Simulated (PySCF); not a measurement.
`CCc1csc(Cl)p1`: 4 charge schemes on one density

Species: C5H6ClPS.
Geometry (PBE0-D3(BJ)/def2-SVP, Å), atoms numbered from 1 in this order:
```
atom  x, y, z in Å
C1    -1.9858   -0.5959    0.4323
C2    -1.1886    0.2147   -0.5852
C3     0.2930    0.1987   -0.3169
C4     0.9470    1.2479    0.2675
S5     2.6247    1.0706    0.5620
C6     2.7241   -0.5208   -0.0774
Cl7    4.2678   -1.2739   -0.0661
P8     1.2875   -1.2358   -0.6957
H9    -1.6598   -1.6478    0.4434
H10   -1.8482   -0.1965    1.4486
H11   -3.0610   -0.5775    0.1985
H12   -1.3808   -0.1769   -1.5981
H13   -1.5391    1.2598   -0.5901
H14    0.4866    2.1953    0.5600
```

Density: PBE0/pcSseg-1 (PySCF); schemes: Mulliken, IAO, Hirshfeld and ESP-fitted. Geometry: PBE0-D3(BJ)/def2-SVP, one conformer, isolated molecule.

Q: At which atom do the 4 schemes differ most?

A: At P8: from -0.074 (ESP-fitted) to +0.554 e (Mulliken), 0.628 e apart.

Q: For which atoms does the sign change between the 4 schemes (beyond +0.03 e in one, beyond −0.03 e in another)?

A: C2 and P8.

Q: Which atoms carry the highest charge in the Mulliken, IAO, Hirshfeld and ESP-fitted schemes?

A: The schemes don't all agree: Mulliken P8 (+0.554); IAO S5 (+0.397); Hirshfeld S5 (+0.116); ESP-fitted H14 (+0.235).

Q: Tabulate the Mulliken, IAO, Hirshfeld and ESP-fitted charges.

A: In e:

```json
{"atom": "C1", "environment": "methyl carbon", "Mulliken": "-0.280", "IAO": "-0.405", "Hirshfeld": "-0.115", "ESP-fitted": "-0.092"}
{"atom": "C2", "environment": "benzylic-type carbon", "Mulliken": "-0.150", "IAO": "-0.247", "Hirshfeld": "-0.067", "ESP-fitted": "+0.061"}
{"atom": "C3", "environment": "substituted aromatic carbon", "Mulliken": "-0.483", "IAO": "-0.206", "Hirshfeld": "-0.059", "ESP-fitted": "-0.020"}
{"atom": "C4", "environment": "aromatic CH next to a ring sulfur", "Mulliken": "-0.200", "IAO": "-0.321", "Hirshfeld": "-0.084", "ESP-fitted": "-0.284"}
{"atom": "S5", "environment": "thiophene-type sulfur", "Mulliken": "+0.365", "IAO": "+0.397", "Hirshfeld": "+0.116", "ESP-fitted": "+0.079"}
{"atom": "C6", "environment": "aromatic C–Cl carbon", "Mulliken": "-0.552", "IAO": "-0.434", "Hirshfeld": "-0.083", "ESP-fitted": "-0.049"}
{"atom": "Cl7", "environment": "aryl chlorine", "Mulliken": "-0.015", "IAO": "+0.025", "Hirshfeld": "-0.024", "ESP-fitted": "-0.010"}
{"atom": "P8", "environment": "phosphorus bonded to 2 C", "Mulliken": "+0.554", "IAO": "+0.317", "Hirshfeld": "+0.055", "ESP-fitted": "-0.074"}
{"atom": "H9", "environment": "methyl hydrogen", "Mulliken": "+0.124", "IAO": "+0.140", "Hirshfeld": "+0.036", "ESP-fitted": "+0.046"}
{"atom": "H10", "environment": "methyl hydrogen", "Mulliken": "+0.120", "IAO": "+0.140", "Hirshfeld": "+0.038", "ESP-fitted": "+0.034"}
{"atom": "H11", "environment": "methyl hydrogen", "Mulliken": "+0.122", "IAO": "+0.141", "Hirshfeld": "+0.044", "ESP-fitted": "+0.025"}
{"atom": "H12", "environment": "methylene hydrogen", "Mulliken": "+0.136", "IAO": "+0.145", "Hirshfeld": "+0.041", "ESP-fitted": "+0.048"}
{"atom": "H13", "environment": "methylene hydrogen", "Mulliken": "+0.123", "IAO": "+0.139", "Hirshfeld": "+0.043", "ESP-fitted": "+0.001"}
{"atom": "H14", "environment": "aromatic hydrogen", "Mulliken": "+0.136", "IAO": "+0.170", "Hirshfeld": "+0.057", "ESP-fitted": "+0.235"}
```

Mean size of the charges over all atoms: Mulliken 0.240 e, IAO 0.231 e, ESP-fitted 0.076 e, Hirshfeld 0.061 e. Each set sums to the total charge, 0, to within 0.001 e. The Mulliken scheme gives each basis function's population to the atom it is centred on and halves the overlap population of two atoms between them. The ESP scheme is a least-squares fit of atom-centred charges to the potential on four shells outside the van der Waals surface, with the total charge fixed.

Q: How closely do the schemes follow one another over all atoms?

A: Correlation coefficient and root-mean-square difference: IAO with Hirshfeld 0.98, 0.195 e; Mulliken with IAO 0.92, 0.117 e; Mulliken with Hirshfeld 0.86, 0.239 e; Hirshfeld with ESP-fitted 0.58, 0.089 e; IAO with ESP-fitted 0.52, 0.223 e; Mulliken with ESP-fitted 0.33, 0.279 e.

Q: How many electrons does the IAO scheme count on P8?

A: Z − q = 15 − (+0.317) = 14.683.

Q: Sum the charges by element, for elements with more than one atom.

A: 
| element | atoms | Mulliken | IAO | Hirshfeld | ESP-fitted |
| --- | --- | --- | --- | --- | --- |
| C | 5 | -1.665 | -1.614 | -0.407 | -0.385 |
| H | 6 | +0.761 | +0.875 | +0.259 | +0.389 |
